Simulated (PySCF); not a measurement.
Computed IR spectrum (relative IR intensity) of a molecule C3H7ClSi. The structure is a stationary point at PBE-D3(BJ)/def2-SVP. Other conformers were not sampled. Level of theory: PBE-D3(BJ)/def2-SVP run with PySCF. Frequencies are harmonic and unscaled.

```json
[
 {"ν (cm⁻¹)": "322", "relative intensity": "4.0"},
 {"ν (cm⁻¹)": "473", "relative intensity": "4.5"},
 {"ν (cm⁻¹)": "627", "relative intensity": "3.5"},
 {"ν (cm⁻¹)": "702", "relative intensity": "26"},
 {"ν (cm⁻¹)": "766", "relative intensity": "10"},
 {"ν (cm⁻¹)": "777", "relative intensity": "9.8"},
 {"ν (cm⁻¹)": "804", "relative intensity": "43"},
 {"ν (cm⁻¹)": "857", "relative intensity": "14"},
 {"ν (cm⁻¹)": "875", "relative intensity": "100"},
 {"ν (cm⁻¹)": "907", "relative intensity": "43"},
 {"ν (cm⁻¹)": "940", "relative intensity": "13"},
 {"ν (cm⁻¹)": "1130", "relative intensity": "7.5"},
 {"ν (cm⁻¹)": "1214", "relative intensity": "5.9"},
 {"ν (cm⁻¹)": "1252", "relative intensity": "2.9"},
 {"ν (cm⁻¹)": "1383", "relative intensity": "2.1"},
 {"ν (cm⁻¹)": "1592", "relative intensity": "76"},
 {"ν (cm⁻¹)": "2145", "relative intensity": "52"},
 {"ν (cm⁻¹)": "2153", "relative intensity": "49"}
]
```

### Question
Pick the molecule that these values belong to.
(A) C[SiH2]/C=C/Cl
(B) C=C[Si@H](C)Cl
(C) Cl[SiH]1CCC1
(D) [SiH3]C/C=C\Cl

### Answer
A, C[SiH2]/C=C/Cl
